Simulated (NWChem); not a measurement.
**A calculation on O₂Si (-1)**

```xyz
3

O     -1.4773     0.0000     0.2769
Si     0.0000     0.0000    -0.3164
O      1.4773     0.0000     0.2769
```
Charge -1, spin multiplicity 2.

The numbers come from NWChem runs, not from measurements. The geometry was optimised at UPBE/def2-SVP, a minimum by its harmonic frequencies.

The correlated methods keep 7 core orbitals frozen. This spin state was chosen for the runs; another may lie lower. The structure started from a generated list of species. The unpaired electrons of the parent sit in orbitals of symmetry a1 (C2v labels of the run); other states weren't searched. The anion's geometry comes from a basis without diffuse functions. The stability of the SCF solutions was not checked.

Worked example. A B2PLYP run in aug-cc-pVDZ ends its self-consistent part (53 % exact exchange, 47 % B88, 73 % LYP) at -439.62505 Ha, and second-order perturbation theory on those orbitals gives -0.65240 Ha unscaled.

The perturbative term enters with the weight 0.27: -439.62505 + 0.27·(-0.65240) = -439.80120 Ha is the total energy.
